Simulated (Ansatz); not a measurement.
```yaml
crystal:
  periodic: [false, false, false]
  atoms:
    - {symbol: N, position_ang: [-0.711821, 2.724006, -0.392836]}
    - {symbol: C, position_ang: [-0.323026, 0.153140, -0.969831]}
    - {symbol: O, position_ang: [-1.181907, -1.551333, 1.082183]}
    - {symbol: Si, position_ang: [1.737410, -2.188519, 0.317534]}
    - {symbol: H, position_ang: [-3.440841, 3.021744, 0.839755]}
    - {symbol: H, position_ang: [-0.392308, 3.314805, 1.346194]}
    - {symbol: H, position_ang: [-2.166967, -0.624866, -2.382905]}
    - {symbol: H, position_ang: [2.094234, -4.076067, -1.109271]}
    - {symbol: H, position_ang: [4.134924, -0.516600, 0.642040]}
basis:
  gaussian: {orbitals: aug-pcseg-2}
hamiltonian: {xc: {name: B2PLYP}, pseudopotentials: {relativity: scalar}}
```

```sh
$ ansatz run in.yaml --threads 2 --pin off --events-out ev --progress --plain --max-ram 4352MiB
```

It prints (some lines left out):

```
Functional definition: B2PLYP
1807 factors; integrals over basis functions are off by at most 1.2e-3 eV
mean field evaluation 1: about -12457.8861 eV, gradient 1.1e2 eV
mean field evaluation 2: about -12457.9139 eV, gradient 1.1e2 eV
mean field evaluation 4: about -12437.9621 eV, gradient 1.0e2 eV
mean field evaluation 8: about -12499.5609 eV, gradient 1.1e1 eV
mean field evaluation 16: about -12501.2398 eV, gradient 4.3e-5 eV
mean field -12501.23979305 eV, -459.4120887498 hartree, gradient 2.8e-6 eV, S^2 0.000000; 8 other end points of the search recorded, 0 dependent functions left out; unrestricted orbitals would lower it
8 core orbitals not correlated: weight in the atoms' cores, before any rotation towards them, 1.000 or more for the frozen orbitals, at most 0.000 for the correlated occupied ones
reference -12501.24010449 eV, -459.4121001953 hartree; 12, 12 occupied and 283, 283 virtual orbitals, 1807 factors
second order -35.55576298 eV of doubles, -0.00000000 eV of singles
Total energy: -12510.84016050 eV, -459.7648957463 hartree
Relativity: scalar
```

Task: What is wrong with this run?

Result: The coordinates are in bohr but typed as ångström. The calculation finished and met its thresholds. The result belongs to that input, not to the molecule as meant.
